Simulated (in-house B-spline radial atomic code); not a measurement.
RPA and G0W0 for N³⁺, [He] 2s2, as one setting changes: the highest l of the empty states. Start: PBE. A dash marks a level of low quasi-particle weight. Computed with an all-electron radial atomic-structure program (B-spline basis): all electrons, non-relativistic, point nucleus, each spin shell either full or empty, empty states to the listed l with an (l + 1/2)⁻⁴ tail; G0W0 by contour deformation at full frequency.

| highest l of the empty states | RPA summed (Eh) | RPA extrapolated (Eh) | G0W0 level (eV) |
| --- | --- | --- | --- |
| 2 | -0.24194 | -0.25157 | 2s -77.43 |
| 3 | -0.24764 | -0.25197 | 2s -77.44 |
| 4 | -0.24978 | -0.25207 | 2s -77.45 |
| 5 | -0.25074 | -0.25209 | 2s -77.45 |
| 6 | -0.25124 | -0.25209 | 2s -77.45 |
| 7 | ? | ? | ? |
| 8 | -0.25169 | -0.25208 | 2s -77.45 |
| 9 | ? | ? | ? |
| 10 | -0.25186 | -0.25206 | 2s -77.45 |
| 11 | -0.2519 | -0.25205 | 2s -77.45 |

(1) What belongs in the row for 9?

(2) What belongs in the row for 7?

Answers

(1) RPA summed (Eh): -0.25179; RPA extrapolated (Eh): -0.25207; G0W0 level (eV): 2s -77.45.

(2) RPA summed (Eh): -0.25152; RPA extrapolated (Eh): -0.25209; G0W0 level (eV): 2s -77.45.
